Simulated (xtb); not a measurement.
Job for xtb: GFN2-xTB on GeH3I (SMILES [GeH3][I]), a point of a bond scan (R = 1.533 Å).

```
$ xtb mol.xyz --gfn 2 --sp --chrg 0 --uhf 0
5

Ge    -1.51348008    -0.02835708    -0.00004782
I      1.02558411     0.01921569     0.00003240
H     -1.95179127    -1.26716774    -0.78974306
H     -1.97362434    -0.10568289     1.46032032
H     -1.99917948     1.26184539    -0.67076445
```

The head of its log:

```
[...]
           -------------------------------------------------
          |                Calculation Setup                |
           -------------------------------------------------



           -------------------------------------------------
          |                 G F N 2 - x T B                 |
           -------------------------------------------------

        Reference                      10.1021/acs.jctc.8b01176
      * Hamiltonian:
        H0-scaling (s, p, d)           1.850000    2.230000    2.230000
        zeta-weighting                 0.500000
      * Dispersion:
        s8                             2.700000
        a1                             0.520000
        a2                             5.000000
        s9                             5.000000
      * Repulsion:
        kExp                           1.500000    1.000000
        rExp                           1.000000
      * Coulomb:
        alpha                          2.000000
        third order                    shell-resolved
        anisotropic                    true
        a3                             3.000000
        a5                             4.000000
        cn-shift                       1.200000
        cn-exp                         4.000000
        max-rad                        5.000000


          ...................................................
          :                      SETUP                      :
          :.................................................:
          :  # basis functions                  23          :
          :  # atomic orbitals                  21          :
          :  # shells                            9          :
          :  # electrons                        14          :
          :  max. iterations                   250          :
          :  Hamiltonian                  GFN2-xTB          :
          :  restarted?                      false          :
          :  GBSA solvation                  false          :
          :  PC potential                    false          :
          :  electronic temp.          300.0000000     K    :
          :  accuracy                    1.0000000          :
          :  -> integral cutoff          0.2500000E+02      :
          :  -> integral neglect         0.1000000E-07      :
          :  -> SCF convergence          0.1000000E-05 Eh   :
          :  -> wf. convergence          0.1000000E-03 e    :
          :  Broyden damping             0.4000000          :
          :  net charge                          0          :
          :  unpaired electrons                  0          :
          ...................................................

 iter      E             dE          RMSdq      gap      omega  full diag
   1     -7.1901588 -0.719016E+01  0.166E+01    4.80       0.0  T
   2     -7.1364821  0.536767E-01  0.172E+01    6.70       1.0  T
```

Task: What total energy does the run end on?

Result: -7.3122 hartree.
